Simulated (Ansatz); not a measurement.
A nudged elastic band was laid between two geometries of CH$_{7}$ClSiSn (11 atoms, charge 0, multiplicity 1).

These are results of Ansatz 0.2.0, RKS PBE/def2-SVP, not measurements.

```
movable images  : 7
climbing image  : yes
spring          : 5.0 eV/Å²
optimiser       : quadratic models (default)
start path      : through a guess of the saddle point
force threshold : 0.05 eV/Å
iteration limit : 60
end points      : relaxed
```

Image 0:

```xyz
11
Properties=species:S:1:pos:R:3
C -1.049 1.611 0.066
Sn -0.216 -0.170 0.995
Si 1.295 -1.366 -0.740
Cl 0.154 -1.592 -2.491
H -1.890 1.994 0.674
H -0.269 2.392 -0.016
H -1.414 1.351 -0.946
H -1.496 -1.244 1.452
H 0.681 0.252 2.419
H 2.515 -0.556 -1.089
H 1.754 -2.730 -0.303
```

Image 8:

```xyz
11
Properties=species:S:1:pos:R:3
C -1.032 1.620 0.064
Sn -0.121 -0.108 1.022
Si 1.214 -1.422 -0.769
Cl -0.066 -1.666 -2.421
H -1.470 1.303 -0.901
H -1.827 2.034 0.712
H -0.266 2.396 -0.119
H -1.357 -1.138 1.664
H 0.905 0.391 2.329
H 2.435 -0.678 -1.243
H 1.651 -2.790 -0.318
```

(1) What changes between the two ends?

(2) Give the energies along the band, and the barrier.

(3) What is the geometry of the highest image?

## Answers

(1) No bond is made or broken. The dihedral H6–C1–Sn2–Si3 goes from -74 to 164°. The two ends are copies of one structure, up to a mirror image or an exchange of like atoms.

(2) The run converged. The highest image is number 4 of 0 to 8, 2.5 kJ/mol above the ends, which have the same energy within 2 meV. A vibrational analysis at the climbing image gives one clearly imaginary mode, 83i cm⁻¹: a first-order saddle point.

| image | path coordinate (Å) | energy (kJ/mol) | dihedral H6–C1–Sn2–Si3 (°) |
| --- | --- | --- | --- |
| 0 | 0.00 | 0.0 | -74 |
| 1 | 0.42 | 0.4 | -88 |
| 2 | 0.84 | 1.3 | -102 |
| 3 | 1.26 | 2.2 | -116 |
| 4 | 1.68 | 2.5 | -129 |
| 5 | 2.17 | 2.1 | -146 |
| 6 | 2.66 | 1.2 | -163 |
| 7 | 3.16 | 0.3 | -179 |
| 8 | 3.65 | 0.0 | 164 |

(3) 
```xyz
11
Properties=species:S:1:pos:R:3
C -1.026 1.660 0.088
Sn -0.163 -0.132 0.982
Si 1.217 -1.436 -0.783
Cl -0.019 -1.830 -2.433
H -2.123 1.537 0.012
H -0.797 2.541 0.717
H -0.608 1.811 -0.925
H -1.422 -1.144 1.605
H 0.874 0.308 2.305
H 2.385 -0.622 -1.275
H 1.748 -2.749 -0.275
```

Run time: 45 s on 2 threads of Intel(R) Xeon(R) 6975P-C (Granite Rapids), on a shared host, peak memory 0.18 GiB.
